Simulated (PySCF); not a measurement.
**Two-component Hartree-Fock for Mo³⁺ (molybdenum, charge +3)**

Start: [Kr] 4d2 5p1; 4d5/2 filled at m_j = +3/2, +5/2; 5p3/2 filled at m_j = +3/2. Calculated with PySCF 2.14 in x2c-TZVPall-2c with one added diffuse shell each of s, p, d type (9s10p8d1f, 86 functions): generalised Hartree-Fock with the X2C-1e Hamiltonian and a Gaussian nucleus; one run each with spin-orbit coupling (SO) switched off, then screened by Boettger's factors. This is a chosen level, not necessarily the ground level.

```tsv
spinor shell	electrons	ε, spin-free (eV)	ε, screened SO (eV)	weight of nominal j (screened SO)	rms radius, screened SO (bohr)
1s1/2	2	-20147.3	-20146.4	1.000	0.0404
2s1/2	2	-2955.8	-2955.6	1.000	0.166
2p1/2	2	-2640.2	-2713.7	1.000	0.145
3s1/2	2	-568.80	-568.81	1.000	0.456
3p1/2	2	-462.54	-475.17	1.000	0.454
3p3/2	4	-462.54	-456.72	1.000	0.465
3d3/2	4	-289.52	-291.50	0.980	0.451
3d5/2	6	-289.52	-288.27	0.987	0.454
4s1/2	2	-117.56	-117.61	1.000	1.16
4p3/2	4	-85.162	-84.357	0.915	1.29
4p1/2	2	-85.162	-87.074	0.830	1.27
4d5/2	2	-45.176	-45.121	0.880	1.68
5p3/2	1	-25.574	-25.451	1.000	3.35
```

**Question.** Where does 2p3/2 lie, and what is the 2p spin-orbit splitting (screened SO)?

**Answer.** At -2605.8 eV, 107.85 eV above 2p1/2.

```csv
quantity,spin-free,screened SO
E (hartree),-4043.70023,-4044.16518
M_J,11/2,11/2
⟨J²⟩,35.758,35.757
⟨L²⟩,20.007,20.037
⟨S²⟩,3.751,3.752
```

Each row is a mean over spinors that exchange with the open shell spreads, by up to 7.480 eV (4p3/2).

Rows whose weight is well below 1 are mixtures of j = l ± 1/2: exchange outweighs spin-orbit coupling there, and the label is only the starting occupation.

Breit and QED terms are absent; they matter most for the inner s and p1/2 levels.

Densities and radii are taken from the X2C orbitals without a picture-change correction, which distorts them close to the nucleus.

Without spin-orbit coupling the j labels of p, d and f shells carry no meaning; the spin-free column gives the mean over the occupied spinors of each nl shell.
